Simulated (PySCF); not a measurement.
Basis and Hamiltonian dependence of the excitation energy of Mo

Mo [Kr] 4d5 5s1 (7S) → Mo [Kr] 4d5 5p1 (7P). All values are computed (PySCF 2.14, energy differences of UHF-based or UKS calculations, no spin-orbit coupling). Values in eV.

```tsv
basis	Hamiltonian	functions	UHF	LDA	PBE0	MP2 (valence)	CCSD(T) (valence)	CCSD(T) (valence and next inner shell)
aug-cc-pVDZ-PP with ECP28MDF	ECP	54	2.879	3.449	3.258	3.111	3.105	n/a
def2-TZVPPD with the def2 core potential (28 electrons)	ECP	56	2.923	3.498	3.305	3.165	3.151	3.292
cc-pVTZ-PP with ECP28MDF	ECP	63	2.876	3.458	3.263	3.117	n/a	n/a
ANO-RCC-VTZP	spin-free X2C	68	n/a	3.460	3.299	n/a	n/a	n/a
aug-cc-pwCVDZ-PP with ECP28MDF	ECP	70	2.874	3.458	3.264	3.114	3.105	3.237
x2c-TZVPPall	spin-free X2C	79	2.894	n/a	n/a	3.124	3.106	3.250
def2-QZVPPD with the def2 core potential (28 electrons)	ECP	81	2.897	n/a	n/a	3.152	3.141	3.275
x2c-TZVPPall with one added diffuse shell each of s, p, d, f type	spin-free X2C	95	2.886	n/a	n/a	3.129	3.119	n/a
aug-cc-pVTZ-DK	spin-free X2C	102	2.874	3.415	3.223	3.124	3.116	n/a
aug-cc-pVTZ-PP with one added diffuse shell each of s, p, d, f, g type with ECP28MDF	ECP	113	2.870	3.455	3.258	3.120	n/a	n/a
aug-cc-pwCVTZ-PP with ECP28MDF	ECP	122	2.868	3.457	3.259	3.122	n/a	n/a
```

Task: Estimate the row for x2c-QZVPPall (spin-free X2C, 111 functions).

Result: From the rows with the same Hamiltonian and similar size; the calculation gives UHF 2.88; LDA 3.41; PBE0 3.22; MP2 (valence) 3.13 (eV).

Frozen in the all-electron rows: valence: [Kr]; valence and next inner shell: [Ar] 3d10; with a core potential, the same shells as far as they lie outside it.
